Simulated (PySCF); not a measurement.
# What settings do to a single point of EuCl3(NH3)

The sound run of EuCl3(NH3) (singlet in the valence; each metal's 4f electrons, 6 of them, lie in its core potential, out of spins and levels) uses PySCF 2.14.0, RKS r2SCAN, Eu lcecp-1-SVP with ECP52, Cl def2-SVP, N def2-SVP, H def2-SVP; non-relativistic Hamiltonian with scalar-relativistic core potentials where named; density fitting; no spin-orbit coupling, grid (50, 194), threshold 1e-8 Eh and 55 cycles, at the relaxed geometry:

```xyz
8

Eu    0.0429   -0.0429    0.0429
Cl    1.1653    1.9354    1.1653
Cl   -1.9354   -1.1653    1.1653
Cl    1.1653   -1.1653   -1.9354
N    -1.4015    1.4015   -1.4015
H    -2.0137    2.0137   -0.8546
H    -0.8546    2.0137   -2.0137
H    -2.0137    0.8546   -2.0137
```

There Eu1 has a Mulliken charge of 0.84 e and the dipole about the centre of mass is 4.96 D. Each run below changes one thing and starts from free metal ions and neutral atoms unless it says otherwise; with 55 cycles, smearing, a level shift and second-order steps follow where DIIS fails, and their cycles count. Energy shifts count from the sound run. On f atoms grids over 110 angular points are at least (60, 302).

| change | outcome | cycles | energy shift (eV) | largest force component (eV/Å) | charge on Eu1 (e) | dipole about the centre of mass (D) |
| --- | --- | --- | --- | --- | --- | --- |
| charge changed by +4, spin kept, limit 88 cycles | not converged | 88 | – | – | – | – |
| threshold 1e-05 | converged | 6 | 0.0000 | 0.01 | 0.84 | 4.96 |

Task: One further run converged with energy shift (eV) 2.20, largest force component (eV/Å) 2.12, charge on Eu1 (e) 1.00, dipole about the centre of mass (D) 5.31. Which change was it?
A. grid (15, 26)
B. start from a density of up to 30 smeared cycles (not counted)
C. all coordinates × 1.12

Result: C.

Task: And the other changes listed?

Result: 
```tsv
change	outcome	cycles	energy shift (eV)	largest force component (eV/Å)	charge on Eu1 (e)	dipole about the centre of mass (D)
grid (15, 26)	converged	9	11.52	1.65	0.86	4.55
start from a density of up to 30 smeared cycles (not counted)	converged	7	0.0000	0.01	0.84	4.96
```

Unsound on purpose, so not properties of the compound: grid (15, 26).

Forces carry noise of the integration grid, about 0.01 to 0.03 eV/Å.

No frequency check is given that shows the relaxed geometry to be a minimum. An lcecp potential fixes the number of 4f electrons, so in runs with it no electron can move into or out of that shell.
